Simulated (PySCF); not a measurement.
Computed with ωB97X-D3(BJ)/def2-TZVP // B3LYP-D3(BJ)/def2-TZVP in PySCF. Gas-phase values, no solvent. One relaxed conformer stands for a flexible species; it need not be the lowest. Delta-SCF ions had no search for a lower state. Excitations are Tamm–Dancoff values on a coarser integration grid. The basis has no diffuse functions, so Rydberg states are missing or too high.

Reference species (SMILES): `C#C/C=C\C=C` (neutral, multiplicity 1).

```json
{
 "T1 excitation (TDA)": "2.85 eV",
 "vertical ionisation energy (Delta-SCF)": "8.55 eV",
 "S1 excitation (TDA)": "5.33 eV",
 "brightest of the four lowest singlets (TDA)": "5.33 eV"
}
```

Changed species: `C(=C)/C=C/C#C`.

Problem. Give the shifts of the T1 excitation (TDA), vertical ionisation energy (Delta-SCF), S1 excitation (TDA) and brightest of the four lowest singlets (TDA).

Solution. the T1 excitation (TDA) falls by 0.02 eV, to 2.83 eV; the vertical ionisation energy (Delta-SCF) decreases by 0.04 eV, to 8.51 eV; the S1 excitation (TDA) is nearly the same; the brightest of the four lowest singlets (TDA) stays essentially unchanged.
